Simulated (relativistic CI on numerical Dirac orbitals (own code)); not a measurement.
**Hyperfine structure of Co, mass number 60**

Computed by Dirac-Coulomb-Breit CI, KLI orbitals optimised for each configuration, a model potential for QED, valence Slater integrals scaled by 0.85, P86 correlation energy added to each configuration (own radial code, finite nucleus).

Configuration list (outside the closed core [Ar]): 3d⁷4s², 3d⁸4s, 3d⁷4s4p, 3d⁸4p, 3d⁹, 3d⁷4p², 3d⁷4s4d, 3d⁸4d, 3d⁸5s, 3d⁸5p, 3d⁷4s5s, 3d⁷4s6s, 3d⁷4s5p, 3d⁷4s6p, 3d⁷4s4f, 3d⁷4s5d. Levels of other configurations are missing.

Nuclear spin I = 5, μ = 3.799 μN, Q = 0.46 b (tables of Stone and Pyykkö). The electronic factors are computed for point nuclear moments, without core polarisation; leaving it out makes A of s and p electrons in near-neutral atoms 20 to 40 % too small, and it can dominate for d and f shells.

| Level | E (cm⁻¹) | A (MHz) | B (MHz) |
| --- | --- | --- | --- |
| 3d⁷4s² ⁴F9/2 | 0.0 | 306.4 | 182 |
| 3d⁷4s² ⁴F7/2 | 797.4 | 323.8 | 123 |
| 3d⁷4s² ⁴F5/2 | 1377.5 | 381.9 | 87.9 |
| 3d⁷4s² ⁴F3/2 | 1773.6 | 591.5 | 87.7 |
| 3d⁸4s ⁴F9/2 | 12780.6 | 537 | -163 |
| 3d⁸4s ⁴F7/2 | 13416.9 | 454.8 | -107 |
| 3d⁸4s ⁴F5/2 | 13931.9 | 365.1 | -74.7 |
| 3d⁸4s ⁴F3/2 | 14295.8 | 126.6 | -77.2 |

Levels with J = 0, under 50 % of one LS term, or S terms without an open s electron are left out. Small factors come from cancelling terms and can be off by tens of per cent or more.

Correlation outside the listed configurations is missing or only estimated: errors of thousands of cm⁻¹ between configurations and terms are usual at this charge. Rates and lifetimes follow the computed energies and can be off by large factors. The fine structure of a lone outer electron comes out too small, for d and f at times inverted, and misplaced configurations move strength between like terms. 40 of the 67 excited levels that our extract of the measured tables holds in this range could be paired (the sources list more); they are missed by 4396 cm⁻¹ on average and 12280 at most, and levels without a partner can miss by more. Some levels of the ground configuration have no partner and can miss by 10 % or more.

Q: Give the hyperfine levels of 3d⁷4s² ⁴F9/2 relative to its centre of gravity.

A: With K = F(F + 1) − I(I + 1) − J(J + 1), E = AK/2 + B[¾K(K + 1) − I(I + 1)J(J + 1)]/[2I(2I − 1)J(2J − 1)]: F = 1/2: -8193, F = 3/2: -7747, F = 5/2: -7001, F = 7/2: -5954, F = 9/2: -4601, F = 11/2: -2938, F = 13/2: -959.5, F = 15/2: 1341, F = 17/2: 3971, F = 19/2: 6939 MHz.

LS names give the leading component of a level, which can be under half, so a name can repeat, a term be missing and a line seem to break the LS rules.
